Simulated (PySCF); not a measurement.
## Continuum solvent and chemical shifts

Molfile (atoms numbered from 1):
```
C5H10BNO
     RDKit          3D

 18 18  0  0  0  0  0  0  0  0999 V2000
   -3.0938    0.6139    0.4226 B   0  0  0  0  0  0  0  0  0  0  0  0
   -1.5966   -0.0159    0.3668 N   0  0  0  0  0  0  0  0  0  0  0  0
   -0.9646    0.0296   -0.9651 C   0  0  0  0  0  0  0  0  0  0  0  0
    0.3964   -0.5553   -0.9873 C   0  0  0  0  0  0  0  0  0  0  0  0
    0.9307   -1.6760   -1.5558 C   0  0  0  0  0  0  0  0  0  0  0  0
    2.3092   -1.7012   -1.1757 C   0  0  0  0  0  0  0  0  0  0  0  0
    2.5003   -0.5977   -0.4004 C   0  0  0  0  0  0  0  0  0  0  0  0
    1.3518    0.0996   -0.2820 O   0  0  0  0  0  0  0  0  0  0  0  0
   -3.7536   -0.0370   -0.3811 H   0  0  0  0  0  0  0  0  0  0  0  0
   -2.9702    1.7898    0.0972 H   0  0  0  0  0  0  0  0  0  0  0  0
   -3.4680    0.4713    1.5802 H   0  0  0  0  0  0  0  0  0  0  0  0
   -1.0035    0.4824    1.0338 H   0  0  0  0  0  0  0  0  0  0  0  0
   -1.6319   -0.9832    0.6940 H   0  0  0  0  0  0  0  0  0  0  0  0
   -0.9567    1.0863   -1.2715 H   0  0  0  0  0  0  0  0  0  0  0  0
   -1.6201   -0.5053   -1.6638 H   0  0  0  0  0  0  0  0  0  0  0  0
    0.4014   -2.3937   -2.1789 H   0  0  0  0  0  0  0  0  0  0  0  0
    3.0580   -2.4424   -1.4456 H   0  0  0  0  0  0  0  0  0  0  0  0
    3.3655   -0.1895    0.1153 H   0  0  0  0  0  0  0  0  0  0  0  0
  1  2  1  0
  2  3  1  0
  3  4  1  0
  4  5  2  0
  5  6  1  0
  6  7  2  0
  7  8  1  0
  8  4  1  0
  1  9  1  0
  1 10  1  0
  1 11  1  0
  2 12  1  0
  2 13  1  0
  3 14  1  0
  3 15  1  0
  5 16  1  0
  6 17  1  0
  7 18  1  0
M  CHG  2   1  -1   2   1
M  END
```

GIAO PBE0/pcSseg-1 in PySCF on one PBE0-D3(BJ)/def2-SVP conformer, non-relativistic, equivalent nuclei averaged. Solvents enter as an IEF-PCM continuum (acetone with ε = 20.5, dimethylsulfoxide with ε = 46.8) around the gas-phase geometry. Shifts are referred to BF3·OEt2, TMS computed in the same medium.

Gas phase, δ in ppm: B1 -22.0, C4 153.8, C7 148.3, C6 116.9, C5 115.8, C3 47.2, H18 7.45, H17 6.55, H16 6.49, H14/H15 3.68, H12/H13 2.74, H9/H10/H11 2.17. Dipole moment 6.27 D.

Task: How does each δ change in the continuum?

Result: 
```json
{"atoms": "B1", "environment": "boron bonded to N, 3 H", "Δδ, acetone": "-1.7", "Δδ, dimethylsulfoxide": "-1.7"}
{"atoms": "C4", "environment": "substituted aromatic carbon next to the ring oxygen", "Δδ, acetone": "+1.6", "Δδ, dimethylsulfoxide": "+1.7"}
{"atoms": "C7", "environment": "aromatic CH next to the ring oxygen", "Δδ, acetone": "+1.9", "Δδ, dimethylsulfoxide": "+1.9"}
{"atoms": "C6", "environment": "aromatic CH", "Δδ, acetone": "+0.8", "Δδ, dimethylsulfoxide": "+0.8"}
{"atoms": "C5", "environment": "aromatic CH", "Δδ, acetone": "+1.5", "Δδ, dimethylsulfoxide": "+1.6"}
{"atoms": "C3", "environment": "sp3 CH2 bonded to N, on an aromatic ring", "Δδ, acetone": "0.0", "Δδ, dimethylsulfoxide": "0.0"}
{"atoms": "H18", "environment": "hydrogen on an aromatic CH next to the ring oxygen", "Δδ, acetone": "+0.23", "Δδ, dimethylsulfoxide": "+0.24"}
{"atoms": "H17", "environment": "hydrogen on an aromatic CH", "Δδ, acetone": "+0.20", "Δδ, dimethylsulfoxide": "+0.21"}
{"atoms": "H16", "environment": "hydrogen on an aromatic CH", "Δδ, acetone": "+0.26", "Δδ, dimethylsulfoxide": "+0.27"}
{"atoms": "H14/H15", "environment": "hydrogen on an sp3 CH2 bonded to N, on an aromatic ring", "Δδ, acetone": "+0.08", "Δδ, dimethylsulfoxide": "+0.08"}
{"atoms": "H12/H13", "environment": "hydrogen on a donor nitrogen of a Lewis adduct", "Δδ, acetone": "+0.49", "Δδ, dimethylsulfoxide": "+0.51"}
{"atoms": "H9/H10/H11", "environment": "hydrogen on a boron bonded to N", "Δδ, acetone": "-0.49", "Δδ, dimethylsulfoxide": "-0.51"}
```

Changes are relative to the gas phase. The dipole moment becomes 7.19 D in acetone, 7.23 D in dimethylsulfoxide.

Task: Which of the listed nuclei move most (in ppm), and what does the model miss? (N and O are left out, as their reference compounds move with the solvent too.)

Result: C7 (aromatic CH next to the ring oxygen, +1.9 ppm) in dimethylsulfoxide. A continuum only polarises the solute; specific hydrogen bonds, the anisotropy of aromatic solvents and changes of geometry or conformer are outside it.
